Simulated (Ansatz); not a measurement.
Reaction (homolysis of the S–Si bond): `O[SiH](F)[SiH2]S` → `[SH]`• + `O[SiH](F)[SiH2]`•

Gas-phase electronic energies from Ansatz, PBE0-D4/def2-TZVP geometries. CCSD(T)/CBS is the MP2 limit (def2-TZVPP, def2-QZVPP) plus CCSD(T) − MP2 in def2-TZVPP, frozen cores. This one scheme is used for every species. DFT in def2-TZVPP. B3LYP here is the variant with VWN-RPA as its local correlation; programs differ in this. No spin–orbit coupling; open shells (•) take unrestricted orbitals. One conformer a species, not always the lowest.

```json
{"level": "r2SCAN-D4", "ΔE (kJ/mol)": "357.7", "difference from CCSD(T)/CBS": "-17.2"}
{"level": "PBE0-D4", "ΔE (kJ/mol)": "366.5", "difference from CCSD(T)/CBS": "-8.4"}
{"level": "ωB97X-V", "ΔE (kJ/mol)": "376.0", "difference from CCSD(T)/CBS": "1.1"}
{"level": "ωB97M-V", "ΔE (kJ/mol)": "377.7", "difference from CCSD(T)/CBS": "2.8"}
{"level": "B2PLYP", "ΔE (kJ/mol)": "354.6", "difference from CCSD(T)/CBS": "-20.3"}
{"level": "r2SCAN", "ΔE (kJ/mol)": "355.4", "difference from CCSD(T)/CBS": "-19.5"}
{"level": "PBE0", "ΔE (kJ/mol)": "358.5", "difference from CCSD(T)/CBS": "-16.4"}
{"level": "B3LYP", "ΔE (kJ/mol)": "341.8", "difference from CCSD(T)/CBS": "-33.1"}
{"level": "HF/def2-TZVPP", "ΔE (kJ/mol)": "256.0", "difference from CCSD(T)/CBS": "-118.9"}
{"level": "MP2/def2-TZVPP", "ΔE (kJ/mol)": "376.6", "difference from CCSD(T)/CBS": "1.7"}
{"level": "SCS-MP2/def2-TZVPP", "ΔE (kJ/mol)": "368.5", "difference from CCSD(T)/CBS": "-6.4"}
{"level": "CCSD/def2-TZVPP", "ΔE (kJ/mol)": "346.9", "difference from CCSD(T)/CBS": "-28.0"}
{"level": "MP2/def2-QZVPP", "ΔE (kJ/mol)": "386.2", "difference from CCSD(T)/CBS": "11.3"}
{"level": "SCS-MP2/def2-QZVPP", "ΔE (kJ/mol)": "378.8", "difference from CCSD(T)/CBS": "3.9"}
{"level": "HF/CBS(def2)", "ΔE (kJ/mol)": "255.1", "difference from CCSD(T)/CBS": "-119.8"}
{"level": "MP2/CBS(def2)", "ΔE (kJ/mol)": "393.7", "difference from CCSD(T)/CBS": "18.8"}
{"level": "CCSD(T)/CBS", "ΔE (kJ/mol)": "374.9", "difference from CCSD(T)/CBS": "0"}
```

Largest T1 diagnostic among the species: 0.014.

The D4 term adds +14.7 kJ/mol with B3LYP and +8.0 kJ/mol with PBE0; it sums over pairs of atoms, weighted by their polarisabilities, and B3LYP, whose exchange is more repulsive, gets the larger term. In def2-TZVPP, CCSD(T) changes the Hartree–Fock value by +101.9 kJ/mol (the triples alone add +10.9 kJ/mol) and MP2 by +120.6 kJ/mol; breaking electron pairs costs correlation energy, which Hartree–Fock lacks.
